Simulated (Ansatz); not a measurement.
`C#C[SiH](O)[AlH][CH3]` + H₂O → `[CH3][AlH][OH]` + `C#C[SiH2]O`  (formal hydrolysis of the Al–Si bond)

Isolated molecules relaxed with PBE0-D4/def2-TZVP in Ansatz; ΔE leaves out vibrations. CBS: MP2 limit from def2 TZ/QZ plus the TZ coupled-cluster correction, frozen cores. This one scheme is used for every species. Functionals use def2-TZVPP. B3LYP here is the variant with VWN-RPA as its local correlation; programs differ in this. One conformer a species, not always the lowest.

```csv
level,ΔE (kJ/mol)
PBE-D4,-131.4
PBE0-D4,-134.7
B2PLYP,-161.6
B3LYP,-159.3
HF/def2-TZVPP,-170.0
HF/def2-QZVPP,-171.1
HF/CBS(def2),-171.2
CCSD/CBS(def2),-152.4
```

**Question.** What does CCSD(T)/CBS give? (Best estimate.)

**Answer.** The calculation gave: -149.9 kJ/mol. The listed levels differ from it by 18.5, 15.2, -11.7, -9.4, -20.1, -21.2, -21.3, -2.5 kJ/mol.

Largest T1 diagnostic among the species: 0.012.

In def2-TZVPP, CCSD(T) changes the Hartree–Fock value by +17.8 kJ/mol (the triples alone add +2.6 kJ/mol) and MP2 by +9.4 kJ/mol. From PBE to PBE0 (25 % exact exchange), in def2-TZVPP and without D4, ΔE moves by −3.2 kJ/mol. The D4 term adds +7.4 kJ/mol with B3LYP and +4.7 kJ/mol with PBE0; it sums over pairs of atoms, weighted by their polarisabilities, and B3LYP, whose exchange is more repulsive, gets the larger term.
